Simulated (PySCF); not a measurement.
**Static response to an electric field**

Compound: C₄H₉N₃Si.
Atom-mapped SMILES: `[CH3:1][NH:2][SiH2:3][n:4]1[cH:5][cH:6][n:7][cH:8]1` (hydrogens: H9, H10, H11 on C1; H12 on N2; H13, H14 on Si3; H15 on C5; H16 on C6; H17 on C8)

Structure used (GFN2-xTB), in Å, numbered top down from 1:
```xyz
17
C4H9N3Si angstrom
C     -2.2601    0.7215    0.1585
N     -1.8373   -0.6500   -0.0392
Si    -0.4441   -1.3596    0.6607
N      0.8701   -0.2790    0.2400
C      1.9933    0.0056    0.9763
C      2.7495    0.8579    0.2352
N      2.1259    1.1111   -0.9517
C      1.0266    0.4232   -0.9169
H     -1.3824    1.3525    0.2777
H     -2.8180    1.0649   -0.7143
H     -2.8930    0.8369    1.0440
H     -2.6243   -1.2556   -0.2153
H     -0.2769   -2.6475   -0.0061
H     -0.3706   -1.4547    2.1238
H      2.1445   -0.4187    1.9472
H      3.6935    1.3085    0.4679
H      0.2965    0.3951   -1.6999
```

Level: PBE0/def2-SVPD (PySCF), static field, nuclei fixed, core orbitals frozen in the response. The polarisability tensor in these axes (au):

```
x   102.02   9.56   3.75
y     9.56  83.98  -8.59
z     3.75  -8.59  83.76
```

Give the principal values, the mean and the anisotropy Δα = √{½[(α1 − α2)² + (α2 − α3)² + (α1 − α3)²]}.

Principal values 72.24, 91.38 and 106.15 au; mean 89.92 au = 13.33 Å³ = 14.83 × 10⁻⁴⁰ C²·m²/J; Δα = 29.45 au (33 % of the mean).

What is the dipole moment, and where does it point?

(-3.37, -1.90, 1.91) D, 4.32 D in size, pointing from the negative to the positive side. Measured along this direction, the outermost atoms are H16 at the negative end and H12 at the positive end.

Directions of the eigenvectors, and the extent of the frame along each?

Largest value along (0.92, 0.40, 0.00), where the nuclei span 6.82 Å; middle along (0.25, -0.58, 0.78), 4.27 Å; least along (-0.31, 0.71, 0.63), 3.95 Å. The response follows the extents in order.

In TDDFT the mean static polarisability is Σ f/ω² over all singlet excitations (ω in hartree). How much of it do the 6 lowest give? Their energies (eV) and oscillator strengths: 5.80, 0.0099; 6.01, 0.0073; 6.06, 0.0044; 6.26, 0.0008; 6.43, 0.0603; 6.55, 0.0287.

They add up to 2.04 au, 2.3 % of the 89.92 au; the largest single term is 1.08 au, from the state at 6.43 eV. Terms in order: 0.22, 0.15, 0.09, 0.01, 1.08, 0.49 au. Higher excitations give the rest. The strengths listed sum to 0.111.

Refractivity n − 1 of an ideal gas of it at 500 K and 1 atm, from the electronic α?

N = p/kT = 1.4678 × 10¹⁹ cm⁻³, so n − 1 = 2π × N × 13.33 × 10⁻²⁴ cm³ = 1229 × 10⁻⁶ at long wavelengths.

What depolarisation ratio follows for Rayleigh scattering of linearly polarised light, taking the static tensor?

ρ = 3Δα²/(45ᾱ² + 4Δα²) = 2601.2/(363873 + 3468.2) = 0.00708.

Traceless (Buckingham) quadrupole moment about the centre of nuclear charge: eigenvalues?

-9.76, -1.23, 10.99 D·Å. The values depend on the origin, since the dipole doesn't vanish. The electronic extent ⟨r²⟩ about the same centre is 1218 bohr², a root-mean-square distance of 2.24 Å for the 68 electrons.

The structure is a single GFN2-xTB conformer in the gas phase; no vibrational or solvent corrections.
